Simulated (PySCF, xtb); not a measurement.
C2H6BFOS. Atoms are numbered in the order given.

```xyz
12

B      0.0768     0.5467     0.1463
F      0.3453     1.7916     0.5613
O     -0.9008     0.3053    -0.7500
C     -1.7122     1.3203    -1.3186
H     -1.4329     2.3210    -0.9553
H     -1.6074     1.2922    -2.4144
H     -2.7656     1.1255    -1.0631
S      1.0740    -0.8040     0.8307
C      0.3358    -2.2452    -0.0265
H     -0.7281    -2.3446     0.2253
H      0.8797    -3.1341     0.3192
H      0.4442    -2.1481    -1.1145
```

Coordinates come from a B3LYP-D3(BJ)/def2-SVP optimisation. One conformer was computed; it need not be the lowest.

Calculation: C-PCM-B3LYP/def2-SVP in PySCF 2.14.0.

The values are the electrostatic part of the solvation free energy, E(continuum) − E(gas) at the gas-phase geometry, in a cavity of scaled van der Waals radii (PySCF's table); cavitation and dispersion terms are not included. In vacuum the orbital gap is 7.63 eV. The dipole moment in vacuum is 2.51 D.

**Question.** Estimate the values in water (ε = 78.36), dichloromethane (ε = 8.93), benzene (ε = 2.27). (The exact figures need the calculation; the answer reports its results.)

**Answer.** 
| solvent | ε | ΔG(elec) (kcal/mol) | dipole (D) | gap (eV) |
|---|---|---|---|---|
| water | 78.36 | -3.3 | 3.08 | 7.73 |
| dichloromethane | 8.93 | -2.9 | 3.01 | 7.72 |
| benzene | 2.27 | -1.8 | 2.80 | 7.68 |

For comparison, GFN2-xTB/ALPB(water) (xtb, at the GFN2-xTB geometry, all terms of that model) gives -2.5 kcal/mol.
